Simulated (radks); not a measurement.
Values are calculated unless marked as measured or tabulated.
All-electron atom: Rb18+ in [Ar] 3d1 (the NIST ground configuration). Level of theory: scalar-relativistic Kohn-Sham, exchange-only LDA, spin-polarised, spherical densities, point nucleus; open shells are filled with parallel spins first (spin-orbit coupling, left out, can overturn this in heavy ions) (a radial shooting solver on a logarithmic mesh with Libxc functionals).

Normalised radial functions P(r) = r R(r), r in bohr:

r	3d up
0.001731	0.0000
0.001967	0.0000
0.002218	0.0000
0.002501	0.0000
0.00282	0.0000
0.003179	0.0000
0.003613	0.0001
0.004074	0.0001
0.004593	0.0001
0.005179	0.0002
0.005839	0.0003
0.006584	0.0004
0.007483	0.0005
0.008437	0.0007
0.009513	0.0010
0.01073	0.0014
0.01209	0.0020
0.01374	0.0028
0.0155	0.0040
0.01747	0.0055
0.0197	0.0077
0.02221	0.0107
0.02525	0.0150
0.02846	0.0207
0.03209	0.0283
0.03618	0.0386
0.0408	0.0524
0.04637	0.0720
0.05228	0.0963
0.05895	0.1279
0.06646	0.1683
0.07494	0.2196
0.08449	0.2835
0.09603	0.3677
0.1083	0.4630
0.1221	0.5750
0.1376	0.7030
0.1552	0.8451
0.1764	1.0073
0.1989	1.1622
0.2242	1.3102
0.2528	1.4400
0.285	1.5386
0.324	1.5954
0.3653	1.5923
0.4118	1.5292
0.4643	1.4070
0.5236	1.2345
0.595	1.0125
0.6709	0.7904
0.7564	0.5766
0.8529	0.3898
0.9616	0.2418
1.084	0.1361
1.232	0.0654
1.389	0.0289
1.567	0.0111
1.766	0.0036
1.991	0.0010
2.263	0.0002
2.552	0.0000
2.877	0.0000

3d up: eigenvalue -677.30 eV, 0 radial nodes, <r> = 0.414 bohr, 90 % of the charge inside 0.641 bohr.
